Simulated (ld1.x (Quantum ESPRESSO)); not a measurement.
Which change was made? (H, ultrasoft)

- Element: H
- Generator: ld1.x (Quantum ESPRESSO) 7.5
- Type: ultrasoft
- Functional: PBE
- Relativity: scalar-relativistic
- Frozen core: none
- Valence charge: 1
- Reference configuration: 1s1
- Partial waves: 1s (bound): rcut 0.65, rcutus 0.75 bohr; 1s channel at 0.05 Ry: rcut 0.65, rcutus 0.75 bohr
- Local potential: all-electron potential smoothed inside 0.60 bohr (lloc = -1)
- Core correction: none
- Augmentation charge: PSQ, inside the norm-conserving radii

Cutoffs, loose and tight: the cutoffs (Ry, on a coarse ladder) from which the occupation-weighted sum of valence levels, in a spherical-Bessel basis at the reference potential, stays within 10 and 1 mRy of its value at 400 Ry. They do not see the model core or the augmentation charge, which bear on the density cutoff. Test errors are all-electron minus pseudo excitation energies from the reference, over the configurations 1s0.5; variants that change the core or the reference have their own tests.

The base gives: outcome: generated; cutoff, loose: 30 Ry; cutoff, tight: 55 Ry; bound ghosts: none.

(1) After one change the result is: outcome: generated; cutoff, loose: 18 Ry; cutoff, tight: 35 Ry; bound ghosts: none. Which change was it?
A. waves 1s (bound): rcut 0.68, rcutus 0.78 bohr; 1s channel at 0.05 Ry: rcut 0.68, rcutus 0.78 bohr; local potential all-electron potential smoothed inside 0.62 bohr (lloc = -1)
B. waves 1s (bound): rcut 0.90, rcutus 1.04 bohr; 1s channel at 0.05 Ry: rcut 0.90, rcutus 1.04 bohr; local potential all-electron potential smoothed inside 0.82 bohr (lloc = -1)
C. waves 1s (bound): rcut 0.50, rcutus 0.56 bohr; 1s channel at 0.05 Ry: rcut 0.50, rcutus 0.56 bohr; local potential all-electron potential smoothed inside 0.46 bohr (lloc = -1)

Answers

(1) B. The others give: waves 1s (bound): rcut 0.68, rcutus 0.78 bohr; 1s channel at 0.05 Ry: rcut 0.68, rcutus 0.78 bohr; local potential all-electron potential smoothed inside 0.62 bohr (lloc = -1) → outcome: generated; cutoff, loose: 25 Ry; cutoff, tight: 50 Ry; bound ghosts: none | waves 1s (bound): rcut 0.50, rcutus 0.56 bohr; 1s channel at 0.05 Ry: rcut 0.50, rcutus 0.56 bohr; local potential all-electron potential smoothed inside 0.46 bohr (lloc = -1) → outcome: generated; cutoff, loose: 35 Ry; cutoff, tight: 80 Ry; bound ghosts: none.
